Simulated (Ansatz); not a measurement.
```yaml
crystal:
  periodic: [false, false, false]
  atoms:
    - {symbol: Ag, position_ang: [1.418445, 1.813207, -1.328117]}
    - {symbol: Ag, position_ang: [-1.100734, 0.379542, -0.514832]}
    - {symbol: Ag, position_ang: [-0.715075, -1.217452, 1.656532]}
    - {symbol: Ag, position_ang: [0.527674, 1.605011, 1.329289]}
    - {symbol: Ag, position_ang: [1.696451, -0.674937, -0.083191]}
    - {symbol: Ag, position_ang: [-2.005751, 1.145119, 2.230104]}
    - {symbol: Ag, position_ang: [0.437298, -0.723090, -2.604457]}
    - {symbol: Se, position_ang: [-0.258308, -2.327399, -0.685328]}
basis:
  gaussian: {orbitals: def2-TZVP, initial_orbitals: start.molden}
total_charge: 1
hamiltonian: {xc: {name: CAM-B3LYP}, dispersion: d4}
scf: {omitted_lower_state_checks: [starts]}
output: {orbitals: {seedname: orbitals}}
```

The file start.molden holds the orbitals of an earlier run on this structure, at another level or in another basis.

```sh
$ ansatz run in.yaml --threads 4 --pin off --events-out ev --progress --plain --max-ram 4787MiB
```

(1) Does this run fit into the memory that it is given?

Results:

(1) No. It has 328 basis functions, and Ansatz plans for 5.43 GiB where 4.67 GiB are given.
